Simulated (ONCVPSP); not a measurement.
## Configuration tests for germanium (ONCV)

* Element: Ge (Z = 32)
* Generator: ONCVPSP 4.0.1
* Type: optimised norm-conserving Vanderbilt (ONCV)
* Functional: PW91
* Relativity: scalar-relativistic
* Frozen core: [Ne]
* Valence charge: 22
* Reference configuration: 3s2 3p6 3d10 4s2 4p2
* Partial waves: 3s+4s: rc 1.20 bohr, ncon 3, nbas 8, qcut 12.8 1/bohr, 2 projectors; 3p+4p: rc 1.15 bohr, ncon 4, nbas 8, qcut 10.2 1/bohr, 2 projectors; 3d: rc 1.15 bohr, ncon 4, nbas 9, qcut 14.9 1/bohr, 3 projectors, debl 0.7 Ha
* Local potential: polynomial inside 0.95 bohr (lpopt 5, dvloc0 4 Ha)
* Core correction: Teter function, fcfact 5, rcfact 1.35

In the d channel the program set the typed energies aside and used -1.080, 0.250, 0.950 Ha.

Energies are relative to the spin-unpolarised reference configuration 3s2 3p6 3d10 4s2 4p2; without spin polarisation the order of configurations can differ from experiment.

```tsv
valence configuration	charge	ΔE all-electron (eV)	error AE − PS (meV)
3s2 3p6 3d10 4s2 4p0	+2	23.027	-1.9
3s2 3p6 3d10 4s1 4p0	+3	57.928	-5.6
3s2 3p6 3d10 4s0 4p4	0	16.253	-3.6
```

**Question.** What are ΔE and the potential's error for 3s2 3p6 3d10 4s2 4p1?

**Answer.** ΔE = 7.502 eV all-electron; the error (AE − PS) is -0.6 meV.

Levels in the configuration 3s2 3p6 3d10 4s2 4p0:

```tsv
level	all-electron (eV)	pseudo (eV)
3s	-188.481	-188.482
3p	-135.669	-135.669
3d	-49.322	-49.328
4s	-29.366	-29.365
```
